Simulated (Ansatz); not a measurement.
## How methods differ on SnClF (SMILES [F][Sn][Cl])

SnClF has 3 atoms, charge 0, and is taken as a singlet. As SMILES, `[F][Sn][Cl]`. The shape is that of a PBE0-D4/def2-TZVP optimisation.

```tsv
atom	x (Å)	y (Å)	z (Å)
F	-1.3896	0.2231	-0.7444
Sn	0.1643	0.8981	0.1907
Cl	1.2143	-1.1860	0.5405
```

Each level gives the energy change with the F1–Sn2 bond stretched from 1.935 to 4.838 Å (eV). The values are calculated.

```tsv
level	kind	program	value (eV)	less FCI/STO-3G
BLYP/STO-3G (restricted)	GGA	Ansatz	6.29	+2.67
B3LYP/STO-3G (restricted)	global hybrid	Ansatz	7.20	+3.58
PBE0/STO-3G (restricted)	global hybrid	Ansatz	7.35	+3.73
HSE06/STO-3G (restricted)	range-separated hybrid	Ansatz	7.27	+3.65
wB97X/STO-3G (restricted)	range-separated hybrid	Ansatz	8.42	+4.80
MP2/STO-3G (restricted)	perturbation theory	Ansatz	2.06	-1.56
CCSD/STO-3G (restricted)	coupled cluster or CI	Ansatz	3.44	-0.18
CCSDT(Q)/STO-3G (restricted)	coupled cluster or CI	Ansatz	3.67	+0.05
FCI/STO-3G	exact in the basis	Ansatz	3.62	0.00
```

FCI/STO-3G is exact within its basis and frozen core, so for wave-function methods in that basis the difference is their error; functionals converge differently with the basis, so for them it is only a difference. All-electron rows without a relativistic Hamiltonian named are non-relativistic. The first shape isn't each level's own minimum. The values span 2.06 to 8.42 eV. All rows use very small basis sets, so none should be taken for the real molecule's value. In the correlated wave-function rows the outer d shell of Sn is correlated, in sets not made for it.
